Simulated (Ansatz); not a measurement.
C₃H₃ (SMILES C1=C[CH-]1), charge -1, singlet, at a GFN2-xTB geometry (a gas-phase anion, which may not be bound at this level); BLYP/STO-3G (Ansatz, a program for electronic structure).

Input for Ansatz:
Ansatz 0.2 input:
```yaml
crystal:
  periodic: [false, false, false]
  atoms:
    - {symbol: C, position_ang: [0.12759886, 0.00235050, 0.97980862]}
    - {symbol: C, position_ang: [0.04914638, -0.65013550, -0.42875685]}
    - {symbol: C, position_ang: [0.03020025, 0.65085982, -0.42941053]}
    - {symbol: H, position_ang: [-1.00514422, -0.01391574, 1.43690629]}
    - {symbol: H, position_ang: [-0.09632726, -1.50864710, -1.08261999]}
    - {symbol: H, position_ang: [-0.14020148, 1.50411391, -1.08413373]}
basis:
  gaussian:
    orbitals: STO-3G
hamiltonian:
  xc: blyp
total_charge: -1
accuracy: high
```

The log (banner, timings and long lists left out):

```
Functional definition: BLYP
329 factors; integrals over basis functions are off by at most 4.0e-9 eV
mean field evaluation 1: about -3107.7839 eV, gradient 1.9e1 eV
mean field evaluation 2: about -3070.0106 eV, gradient 8.4e1 eV
mean field evaluation 4: about -3109.1084 eV, gradient 5.2e0 eV
mean field evaluation 8: about -3109.1158 eV, gradient 7.7e-2 eV
mean field evaluation 16: about -3109.1158 eV, gradient 5.5e-6 eV
mean field evaluation 32: about -3107.4160 eV, gradient 1.0e1 eV
mean field -3109.11584046 eV, -114.2578997024 hartree, gradient 5.8e-8 eV, S^2 0.000000; 3 other end points of the search recorded, 0 dependent functions left out
reference -3109.11587521 eV, -114.2579009796 hartree; 11, 11 occupied and 7, 7 virtual orbitals, 329 factors
Total energy: -3109.11587521 eV, -114.2579009796 hartree
```
